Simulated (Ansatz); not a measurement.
`C=CBC[SiH3]` + `OB(O)O` → `C=COB(O)O` + `BC[SiH3]`  (substitution at a C–B bond)

Gas-phase electronic energies from Ansatz, PBE0-D4/def2-TZVP geometries. CBS: MP2 limit from def2 TZ/QZ plus the TZ coupled-cluster correction, frozen cores. This one scheme is used for every species. DFT in def2-TZVPP. One conformer a species, not always the lowest.

`C=CBC[SiH3]`:

Cartesian coordinates in Å:
```
C 1.492 -1.044 1.244
C 1.192 -1.374 -0.015
B -0.096 -0.906 -0.741
C -1.187 -0.031 -0.079
Si -0.801 1.781 -0.436
H 0.826 -0.433 1.847
H 2.412 -1.358 1.730
H 1.915 -1.986 -0.552
H -0.228 -1.185 -1.902
H -1.259 -0.112 1.010
H -2.175 -0.199 -0.519
H -0.572 2.005 -1.888
H 0.418 2.204 0.304
H -1.938 2.638 -0.003
```

`OB(O)O`:

```xyz
7

O     1.061    0.856    0.093
B     0.000    0.000    0.000
O    -0.022   -1.144    0.746
O    -1.039    0.289   -0.839
H     1.724    0.545    0.712
H    -0.816   -1.661    0.594
H    -0.908    1.116   -1.306
```

`C=COB(O)O`:

Cartesian coordinates in Å:
```
C -0.205 0.902 -2.103
C -0.412 0.560 -0.843
O 0.470 -0.218 -0.159
B 0.266 -0.585 1.148
O 1.198 -1.367 1.765
O -0.846 -0.177 1.818
H -0.929 1.523 -2.613
H 0.675 0.576 -2.642
H -1.285 0.873 -0.279
H 1.932 -1.585 1.187
H -0.864 -0.503 2.720
```

`BC[SiH3]`:

Z-matrix (Å, degrees):
```
C
Si 1 1.896
B 1 1.532 2 106.4
H 1 1.094 2 104.2 3 -121.9
H 1 1.094 2 104.4 3 122.1
H 2 1.486 1 111.0 3 -59.0
H 2 1.486 1 110.8 3 62.0
H 2 1.486 1 108.7 3 -178.5
H 3 1.198 1 120.6 2 88.6
H 3 1.198 1 120.7 2 -87.3
```

Question: Is it downhill or uphill in electronic energy at CCSD(T)/CBS, and by how much? (Estimate.)

Answer: Computed: Uphill: ΔE = +0.94 eV.

Question: What do these levels give: r2SCAN-D4, ωB97X-V, ωB97M-V, CCSD(T)/def2-TZVPP, SCS-MP2/def2-QZVPP, HF/CBS(def2)? (Best estimate.)

Answer: Computed: r2SCAN-D4 0.86, ωB97X-V 0.83, ωB97M-V 0.87, CCSD(T)/def2-TZVPP 0.92, SCS-MP2/def2-QZVPP 0.93, HF/CBS(def2) 0.79 eV.

Largest T1 diagnostic among the species: 0.012.

The D4 term adds +0.05 eV with B3LYP and +0.03 eV with PBE0; it sums over pairs of atoms, weighted by their polarisabilities, and B3LYP, whose exchange is more repulsive, gets the larger term. In def2-TZVPP, CCSD(T) changes the Hartree–Fock value by +0.12 eV (the triples alone add +0.01 eV) and MP2 by +0.18 eV.

B3LYP here is the variant with VWN-RPA as its local correlation; programs differ in this.
